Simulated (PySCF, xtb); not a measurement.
C4H9NSi, SMILES C(N)[SiH2]C#CC. The values are those of a single conformer.

Harmonic wavenumbers (cm⁻¹) from GFN2-xTB in xtb 6.7.1 at its own minimum, in rising order: 11, 47, 89, 149, 199, 247, 303, 315, 334, 489, 545, 570, 656, 730, 758, 792, 955, 1016, 1017, 1083, 1102, 1105, 1246, 1335, 1383, 1451, 1452, 1491, 1578, 2193, 2246, 2320, 2814, 2958, 2999, 3001, 3008, 3369, 3405.

Q: What does PBE0-D3(BJ)/def2-SVP run with PySCF give at its own minimum? (An estimate is asked for; the answer gives what the named calculation found.)

A: 13, 62, 105, 159, 203, 262, 328, 389, 428, 516, 570, 661, 718, 771, 841, 905, 942, 1026, 1028, 1078, 1095, 1128, 1261, 1339, 1384, 1440, 1440, 1462, 1640, 2222, 2241, 2308, 2963, 3052, 3076, 3146, 3147, 3533, 3617. Paired by order, the mean absolute difference is 49 cm⁻¹ and the zero-point energies are 72.6 and 75.1 kcal/mol.
